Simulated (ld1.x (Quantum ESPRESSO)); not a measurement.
## Before and after: TM potential for carbon (C)

```json
{
 "Element": "carbon (C)",
 "Generator": "ld1.x (Quantum ESPRESSO) 7.5",
 "Type": "norm-conserving Troullier–Martins (Kleinman–Bylander form)",
 "Functional": "PBE",
 "Relativity": "scalar-relativistic",
 "Frozen core": "[He]",
 "Valence charge": "4",
 "Reference configuration": "2s2 2p2",
 "Partial waves": "2s (bound): rc 1.25 bohr; 2p (bound): rc 2.00 bohr",
 "Local potential": "all-electron potential smoothed inside 1.60 bohr (lloc = -1)",
 "Core correction": "none"
}
```

All-electron outer shells of the reference configuration (PBE, scalar-relativistic, ld1.x):

| shell | level (eV) | outermost node (bohr) | outermost maximum (bohr) |
| --- | --- | --- | --- |
| 1s | -273.38 | – | 0.17 |
| 2s | -13.75 | 0.38 | 1.22 |
| 2p | -5.29 | – | 1.20 |

Change: all radii scaled by about 0.82 (s 1.02, p 1.64 bohr); local potential all-electron potential smoothed inside 1.32 bohr (lloc = -1).

Cutoffs: the cutoffs (Ry, on a coarse ladder) from which the occupation-weighted sum of valence levels, in a spherical-Bessel basis at the reference potential, stays within 10 and 1 mRy of its value at 400 Ry; they do not see the model core or the augmentation charge, which bear on the density cutoff. Errors are all-electron minus pseudo energies relative to the spin-unpolarised reference configuration.

How do hardness, ghosts and transferability respond?

The potential gets harder (35 Ry and 80 Ry → 40 Ry and 90 Ry); of the 7 tests that both files solve, the error grows in 1 and shrinks in 5 by more than 15 % and 0.3 meV (median size 27.6 → 14.7 meV); neither file shows a bound ghost. A smaller radius makes the pseudo-wave follow the all-electron one further in, where it bends more sharply, so more plane waves are needed.

| quantity | base | changed |
| --- | --- | --- |
| cutoff, loose | 35 Ry | 40 Ry |
| cutoff, tight | 80 Ry | 90 Ry |
| loose cutoff by channel (10 mRy a level) | s 30 Ry, p 25 Ry | s 30 Ry, p 35 Ry |
| bound ghosts | none | none |
| error for 2s2 2p1, meV [ΔE 10.86 eV] | +28 | +15 |
| error for 2s2 2p0, meV [ΔE 35.02 eV] | +298 | +180 |
| error for 2s1 2p0, meV [ΔE 83.21 eV] | +617 | +407 |
| error for 2s0 2p4, meV [ΔE 16.98 eV] | +9.6 | +15 |
| error for 2s1 2p3, meV [ΔE 8.48 eV] | +4.6 | +4.4 |
| error for 2s1 2p2, meV [ΔE 19.62 eV] | -28 | -11 |
| error for 2s2 2p1.5, meV [ΔE 3.96 eV] | +3.5 | +1.8 |
